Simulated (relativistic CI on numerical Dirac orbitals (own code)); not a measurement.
# V4+: M2,3 absorption edge

Computed with this model: Dirac-Coulomb-Breit CI, KLI orbitals optimised for each configuration, model QED (radiative potential, 1s self-energy scaled to tabulated hydrogen-like ionisation energies), valence Slater integrals scaled by 0.9, multiplet model of core-to-valence dipole absorption; configurations [Ar] 3d → [Ne] 3s2 3p5 3d2; 300 K; Lorentzian 1.2 eV and Gaussian 0.3 eV FWHM. Energies are those of the free ion, without screening or charge transfer. The branching ratio is the share of the lower-energy edge in the whole absorption, uncertain by about 0.02 where the edges overlap. S is read from ⟨S²⟩ = S(S + 1).

Field parameters in Wybourne normalisation: D3d B²₀ = −7Dσ, B⁴₀ = −14Dq − 21Dτ, B⁴₃ = −14√(10/7) Dq. The field is a parameter set, without covalency.

Peaks in eV (height, largest 100): 51.2 (79), 56.0 (64), 57.2 (100).

Which surroundings give this spectrum?
A. D3d, 10Dq = 30000, Dσ = 860, Dτ = 300 cm⁻¹
B. free ion
C. D3d, 10Dq = 30000, Dσ = -1200, Dτ = 300 cm⁻¹
D. D3d, 10Dq = 30000, Dσ = -510, Dτ = 300 cm⁻¹

B. free ion, where the ground state has S = 0.50.
